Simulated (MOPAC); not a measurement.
MOPAC input (AM1):

```
AM1 FORCE THERMO(298,298) PRECISE LET UHF MS=0.5 GEO-OK AUX(PRECISION=9) THREADS=1
BBr2

B    -0.37390386 1   -0.27222561 1   -0.02488254 1
Br   -0.83418337 1    1.22677904 1   -0.95981109 1
Br    0.82774324 1   -1.23146297 1    0.95938035 1
```

Output:

```
 *******************************************************************************
 **                                                                           **
 **                              MOPAC v23.2.5                                **
 **                                                                           **
 *******************************************************************************
 ** MOPAC's Digital Object Identifier: https://doi.org/10.5281/zenodo.6511958 **
 **                                                                           **
 ** Please cite the open-source release paper for use of this MOPAC version:  **
 ** J. E. Moussa and J. J. P. Stewart (2026)                                  **
 ** MOPAC: An open-source semiempirical molecular orbital program             **
 ** J. Open Source Softw., 11(119), 8025, https://doi.org/10.21105/joss.08025 **
 *******************************************************************************

                              AM1 CALCULATION RESULTS

 *******************************************************************************
 *  AM1        - The AM1 Hamiltonian to be used
 *  GEO-OK     - OVERRIDE INTERATOMIC DISTANCE AND OTHER SAFETY CHECKS
 *  UHF        - UNRESTRICTED HARTREE-FOCK CALCULATION
 *  MS=        - IN MECI, MAGNETIC COMPONENT OF SPIN =  0.5
 *  LET        - OVERRIDE SOME SAFETY CHECKS
 *  PRECISE    - TIGHTER CRITERIA TO BE USED
 *  FORCE      - FORCE CALCULATION SPECIFIED
 *  AUX        - OUTPUT AUXILIARY INFORMATION
 *  THERMO     - THERMODYNAMIC QUANTITIES TO BE CALCULATED
 *******************************************************************************
AM1 FORCE THERMO(298,298) PRECISE LET UHF MS=0.5 GEO-OK AUX(PRECISION=9) THREADS=1
 BBr2

   ATOM   CHEMICAL          X               Y               Z
  NUMBER   SYMBOL      (ANGSTROMS)     (ANGSTROMS)     (ANGSTROMS)

     1       B         -0.37390386  *  -0.27222561  *  -0.02488254  *
     2      Br         -0.83418337  *   1.22677904  *  -0.95981109  *
     3      Br          0.82774324  *  -1.23146297  *   0.95938035  *

          CARTESIAN COORDINATES

    NO.       ATOM           X           Y           Z

     1         B         -0.3739     -0.2722     -0.0249
     2        Br         -0.8342      1.2268     -0.9598
     3        Br          0.8277     -1.2315      0.9594

  B: (AM1): M.J.S. DEWAR ET AL, ORGANOMETALLICS, 7, 513-521 (1988)
 Br: (AM1): M.J.S. DEWAR AND E. G. ZOEBISCH, THEOCHEM, 180, 1 (1988).

           Empirical Formula: B Br2  =     3 atoms

      MOLECULAR POINT GROUP   :   C2v

          UHF CALCULATION, NO. OF ALPHA ELECTRONS =    9
                           NO. OF BETA  ELECTRONS =    8

          HEAT OF FORMATION =       0.913854 KCALS/MOLE

          CARTESIAN COORDINATE DERIVATIVES

   NUMBER  ATOM         X            Y            Z

     1       B     -0.012465     0.001460     0.000000
     2      Br      0.002150     0.002000     0.000000
     3      Br      0.010315    -0.003460     0.000000

 DIPOLE           X         Y         Z       TOTAL
 POINT-CHG.    -0.079    -0.304     0.000     0.314
 HYBRID         0.067     0.259    -0.000     0.267
 SUM           -0.012    -0.045     0.000     0.047

          GRADIENT NORM =   0.01687

          MOLECULAR WEIGHT =  170.62

          ROTATIONAL CONSTANTS IN CM(-1)

          A =    7.89621831   B =    0.03378753   C =    0.03364357

           PRINCIPAL MOMENTS OF INERTIA IN UNITS OF 10**(-40)*GRAM-CM**2

          A =        3.5451   B =      828.4937   C =      832.0388

          ORIENTATION OF MOLECULE IN FORCE CALCULATION

    NO.       ATOM         X         Y         Z

     1          B      -0.1082   -0.4163    0.0000
     2         Br       1.7175   -0.4163    0.0000
     3         Br      -1.7028    0.4726   -0.0000

    FIRST DERIVATIVES WILL BE USED IN THE CALCULATION OF SECOND DERIVATIVES

    FOR POINT-GROUP C2v  THERE ARE   4 UNIQUE SYMMETRY FUNCTIONS.


(To convert to Hartree/Bohr^2, multiply by (10^(-21) x N x a0^2)/(4.184 x 627.51) =  0.0642)

           FORCE MATRIX IN MILLIDYNES/ANGSTROM

                  B  1      Br  2      Br  3
 ------------------------------------------
     B    1   6.249098
    Br    2   3.289436   3.189719
    Br    3   3.291241   0.160781   3.189719

          HEAT OF FORMATION =       0.913854 KCALS/MOLE

          ZERO POINT ENERGY       2.198 KCAL/MOL

           NORMAL COORDINATE ANALYSIS (Total motion = 1 Angstrom)

   Root No.       1         2         3

                 1 A1      2 A1      1 B2

                 147.3     366.3    1023.7

           1   -0.1450    0.1768    0.8492
           2   -0.5580    0.6804   -0.2207
           3    0.0000   -0.0000    0.0000
           4   -0.1916   -0.1481   -0.0613
           5    0.0901   -0.0106   -0.0000
           6   -0.0000    0.0000    0.0000
           7    0.2112    0.1242   -0.0536
           8   -0.0146   -0.0814    0.0299
           9    0.0000    0.0000   -0.0000

           MASS-WEIGHTED COORDINATE ANALYSIS (NORMAL COORDINATES)

   Root No.       1         2         3

                 1 A1      2 A1      1 B2

                 147.3     366.3    1023.7

           1   -0.1454    0.1952    0.9347
           2   -0.5594    0.7513   -0.2429
           3    0.0000   -0.0000    0.0000
           4   -0.5222   -0.4446   -0.1835
           5    0.2455   -0.0319   -0.0000
           6   -0.0000    0.0000    0.0000
           7    0.5756    0.3728   -0.1603
           8   -0.0398   -0.2444    0.0893
           9    0.0000    0.0000   -0.0000

          DESCRIPTION OF VIBRATIONS

 VIBRATION          1    1A1         ATOM PAIR     ENERGY CONTRIBUTION    RADIAL
 FREQUENCY           147.28         B 1 -- Br3         +50.0% (109.5%)     18.0%
 TRANSITION DIPOLE   0.2635         B 1 -- Br2         +50.0% (109.5%)     18.0%
 TRAVEL (Ang.)       0.1555
 REDUCED MASS       18.9225
 EFFECTIVE MASS     89.4788
 FORCE CONSTANT      0.2418

 VIBRATION          2    2A1         ATOM PAIR     ENERGY CONTRIBUTION    RADIAL
 FREQUENCY           366.31         B 1 -- Br3         +50.0% ( 83.8%)     40.0%
 TRANSITION DIPOLE   1.2580         B 1 -- Br2         +50.0% ( 83.8%)     40.0%
 TRAVEL (Ang.)       0.1341
 REDUCED MASS       10.2359
 EFFECTIVE MASS     31.6632
 FORCE CONSTANT      0.8092

 VIBRATION          3    1B2         ATOM PAIR     ENERGY CONTRIBUTION    RADIAL
 FREQUENCY          1023.68         B 1 -- Br3         +50.0% ( 96.7%)     95.5%
 TRANSITION DIPOLE   4.8139         B 1 -- Br2         +50.0% ( 96.7%)     95.5%
 TRAVEL (Ang.)       0.0829
 REDUCED MASS        9.5842
 EFFECTIVE MASS     13.4573
 FORCE CONSTANT      5.9174

      SYMMETRY NUMBER FOR POINT-GROUP C2v =  2

          SYSTEM IS A GROUND STATE

 BBr2

          MOLECULE IS NOT LINEAR

          THERE ARE  3 GENUINE VIBRATIONS IN THIS SYSTEM
          THIS THERMODYNAMICS CALCULATION IS LIMITED TO
          MOLECULES WHICH HAVE NO INTERNAL ROTATIONS

                    CALCULATED THERMODYNAMIC PROPERTIES
                                          *
   TEMP. (K)   PARTITION FUNCTION   H.O.F.    ENTHALPY  HEAT CAPACITY ENTROPY
                                   KCAL/MOL   CAL/MOLE    CAL/K/MOL  CAL/K/MOL

 298.00  VIB.     0.2386D+01                   642.8104     3.7982     3.8853
         ROT.     0.2788D+05                   888.2803     2.9808    23.3214
         INT.     0.6653D+05                  1531.0907     6.7790    27.2067
         TRA.     0.2155D+28                  1480.4672     4.9680    41.3083
         TOT.                        0.914    3011.5579    11.7470    68.5150

   *: NOTE: HEATS OF FORMATION ARE RELATIVE TO THE
            ELEMENTS IN THEIR STANDARD STATE AT 298K
              (=  Standard Enthalpy of Formation).

            Hvib:  Zero-point energy is not included.
                   frequencies of less than zero cm-1 are not included.
            Hrot = (3/2)RT
            Htra = (3/2)RT + pV = (5/2)RT

            Heat capacity is Cp, not Cv

          For more information, see: HTTP://OpenMOPAC.net/Manual/thermochemistry.html

           FORCE CONSTANT IN CARTESIAN COORDINATES (Millidynes/A)

    ATOM   CHEMICAL       X               Y               Z
   NUMBER   SYMBOL  FORCE CONSTANT  FORCE CONSTANT  FORCE CONSTANT

      1       B        5.866511        0.919397        0.000791
      2      Br        3.188524        0.068141       -0.000510
      3      Br        2.484100        0.772564       -0.000510

 **********************
 *                    *
 * JOB ENDED NORMALLY *
 *                    *
 **********************

 == MOPAC DONE ==
```
